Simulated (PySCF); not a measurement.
BiBr2, charge +1, multiplicity 1. Atoms are numbered in the order given.

```xyz
3

Bi     0.0000     0.0000     0.7371
Br     0.0000    -1.9710    -0.8740
Br     0.0000     1.9710    -0.8740
```
Charge +1, spin multiplicity 1.

Geometry: B3LYP-D3(BJ)/def2-SVP. The spin state was assumed, not searched. The isomer is the one that the SMILES or the coordinates give; other isomers of the formula were not compared. The def2 effective core potentials stand for the cores of Bi; spin–orbit coupling is left out.

Calculation: PBE/def2-TZVPD run with PySCF.

Gas-phase values at a fixed geometry.

### Question
Estimate the frontier levels, gap, dipole moment and polarisability. (Estimate from the structure and the level; the computed values follow.)

### Answer

```yaml
highest_occupied_level: -12.40 eV
lowest_empty_level: -10.41 eV
orbital_gap: 1.99 eV
dipole_moment_about_the_centre_of_nuclear_charge: 2.58 D
mean_static_polarisability: 83.4 bohr³ (12.36 Å³)
polarisability_principal_values: 52.4, 77.9, 120.0 bohr³
```
